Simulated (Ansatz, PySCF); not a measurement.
Breaking the Si3–H4 bond in H4PbSi (SMILES [SiH3][PbH]) (multiplicity 1 held, fragments rigid). Energies count from the point at 1.489 Å.
Geometry at that point (charge 0, multiplicity 1):
```json
[
 {"atom": "Pb", "x (Å)": "0.0126", "y (Å)": "0.3548", "z (Å)": "0.3307"},
 {"atom": "H", "x (Å)": "-0.4305", "y (Å)": "1.4750", "z (Å)": "-1.0801"},
 {"atom": "Si", "x (Å)": "-0.0332", "y (Å)": "-1.7270", "z (Å)": "-1.4655"},
 {"atom": "H", "x (Å)": "0.9531", "y (Å)": "-1.4987", "z (Å)": "-2.5576"},
 {"atom": "H", "x (Å)": "-1.3757", "y (Å)": "-1.8428", "z (Å)": "-2.0994"},
 {"atom": "H", "x (Å)": "0.2809", "y (Å)": "-3.0511", "z (Å)": "-0.8638"}
]
```

R- and RO- levels are restricted; in cc, def2 and unpolarised 6-31G sets they are followed outwards from rest. Unrestricted levels (U-) break spin symmetry where that is lower. Active spaces are followed from a long bond inwards. Curves can end on different states.

Correlated levels freeze the cores. Filled d and f shells under p-block atoms count as core. Rows in LANL2DZ carry no dispersion term and start afresh at each structure. LANL2DZ brings its own core potentials from Na on.

The values were computed with Ansatz (Gaussian basis) for Hartree–Fock, density functionals and correlated methods; PySCF for LANL2DZ rows.  In def2 rows elements past Kr take small-core potentials, without spin–orbit coupling.

Energies in kcal/mol.

| R (Å) | U-HF/def2-TZVPP | R-PBE/def2-TZVPP | R-B3LYP/LANL2DZ | R-wB97X-V/def2-TZVPP | U-MP2/def2-TZVPP | FIC-MRCISD+Q on CASSCF(2,2)/def2-TZVPP |
|---|---|---|---|---|---|---|
| 1.191 | 28.5 | ___ | 29.0 | 28.9 | 28.2 | 28.5 |
| 1.340 | 5.3 | 6.3 | 5.8 | 5.7 | 5.3 | 5.5 |
| 1.489 | 0.0 | 0.0 | 0.0 | 0.0 | 0.0 | 0.0 |
| 1.638 | 4.1 | 2.8 | 3.3 | 3.6 | 4.0 | 3.6 |
| 1.787 | 13.1 | ___ | 11.2 | 12.0 | 12.7 | 11.7 |
| 2.010 | 30.3 | 24.2 | 26.4 | 28.2 | 29.2 | 26.9 |
| 2.234 | 47.2 | 38.8 | 42.0 | 45.3 | 51.2 | 41.9 |
| 2.606 | 60.8 | 59.9 | 65.3 | 71.2 | 73.3 | 62.3 |
| 2.978 | 65.5 | ___ | 83.4 | 92.4 | 80.7 | 75.2 |
| 3.425 | 67.2 | 88.7 | 98.8 | 112.1 | 83.6 | 82.7 |
| 4.021 | 67.8 | 98.8 | 111.8 | 130.6 | 84.7 | 85.9 |
| 4.765 | 67.9 | 104.9 | 120.4 | 145.5 | 84.9 | 86.7 |

Problem. Some entries are withheld; supply them.

Solution. 
- 1.787, R-PBE/def2-TZVPP: 10.0
- 2.978, R-PBE/def2-TZVPP: 75.8
- 1.191, R-PBE/def2-TZVPP: 29.8

Doubts at one or more of the structures used: a spin-contaminated determinant (U-HF/def2-TZVPP, U-MP2/def2-TZVPP); a restricted determinant that unrestricted orbitals would lower (R-PBE/def2-TZVPP, R-wB97X-V/def2-TZVPP).

Ansatz is an electronic-structure program.
